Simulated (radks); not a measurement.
Coulomb parameter of the 4f shell of the gadolinium ion Gd2+ in the model configuration [Xe] 4f6 5d2, as a second difference U = [E(n + 0.5) + E(n - 0.5) - 2 E(n)] / (0.5)^2 with all orbitals relaxed. "Bare": the charge of the atom changes with n. "Screened": the 5d shell takes up the change at fixed total charge, which measures U(4f,4f) + U(5d,5d) - 2 U(4f,5d). All-electron calculation, scalar-relativistic Kohn-Sham, PBE, spin-unpolarised, spherical densities, point nucleus. Program: a radial shooting solver on a logarithmic mesh with Libxc functionals.

case,configuration,E - E(n) (eV)
start,[Xe] 4f6 5d2,0.000
bare +0.5,[Xe] 4f6.5 5d2,-12.488
bare -0.5,[Xe] 4f5.5 5d2,16.975
screened +0.5,[Xe] 4f6.5 5d1.5,-5.614
screened -0.5,[Xe] 4f5.5 5d2.5,7.030

U(bare) = 17.945 eV, U(screened by 5d) = 5.663 eV, against the Slater integral F0(4f,4f) = 31.014 eV with frozen orbitals.
